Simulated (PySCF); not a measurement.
# `[C@H](CC)(Cl)[Si@H](Cl)Br`, C3H7BrCl2Si

Geometry:
```csv
atom,x (Å),y (Å),z (Å)
C1,-2.018,0.213,-0.546
C2,-0.532,-0.096,-0.692
C3,0.221,0.034,0.624
Cl4,-0.348,-1.231,1.784
Si5,2.113,-0.200,0.504
Cl6,2.981,0.166,2.271
Br7,2.817,1.264,-1.003
H8,-2.480,-0.462,0.171
H9,-2.164,1.235,-0.204
H10,-2.520,0.094,-1.503
H11,-0.091,0.601,-1.410
H12,-0.404,-1.107,-1.084
H13,-0.036,0.988,1.095
H14,2.461,-1.501,-0.031
```

Method used: TDDFT BHandHLYP/aug-cc-pVDZ circular dichroism and optical rotation, one conformer, gas phase in PySCF. Geometry: GFN2-xTB.

The molecule is flexible and this is one conformer; a measurement averages over conformers. The calculation is non-relativistic, which matters for the atoms heavier than Zn.

Task: Assign R or S to each stereocentre.

Result: C3 R, Si5 R.

Task: List the lowest 8 singlet excitations with oscillator and rotatory strengths.

Result: Rotatory strengths R in 10⁻⁴⁰ esu² cm², velocity form and length form (origin at the centre of mass); f in length form.
| state | E (eV) | λ (nm) | f | R (velocity) | R (length) | main |
| --- | --- | --- | --- | --- | --- | --- |
| 1 | 6.92 | 179 | 0.055 | +2.5 | +2.6 | HOMO→LUMO+1 0.41, HOMO→LUMO+5 0.17 |
| 2 | 7.32 | 169 | 0.015 | -5.0 | -5.3 | HOMO→LUMO+4 0.17, HOMO−2→LUMO+1 0.15 |
| 3 | 7.42 | 167 | 0.009 | -2.3 | -2.3 | HOMO−2→LUMO+1 0.15, HOMO−2→LUMO+5 0.14 |
| 4 | 7.45 | 166 | 0.030 | +13.9 | +14.0 | HOMO−1→LUMO+1 0.42, HOMO−1→LUMO 0.12 |
| 5 | 7.76 | 160 | 0.006 | -11.3 | -10.5 | HOMO→LUMO 0.56 |
| 6 | 7.80 | 159 | 0.0005 | +0.5 | +1.1 | HOMO→LUMO+2 0.27, HOMO→LUMO+4 0.13 |
| 7 | 8.05 | 154 | 0.010 | +0.8 | +0.4 | HOMO→LUMO+2 0.17, HOMO→LUMO+3 0.14 |
| 8 | 8.16 | 152 | 0.011 | -43.4 | -44.3 | HOMO→LUMO+3 0.21, HOMO−1→LUMO+2 0.14 |

Among the states computed, the strongest CD band (largest |R|) is state 8. The largest dissymmetry factor in size, g = 4R/(D+G), with D and G the electric and magnetic dipole strengths, is -0.053 for state 8 (velocity form, f = 0.010), among bands with |R| over 0.5. The mirror image has the same energies and oscillator strengths and all R with the opposite sign.
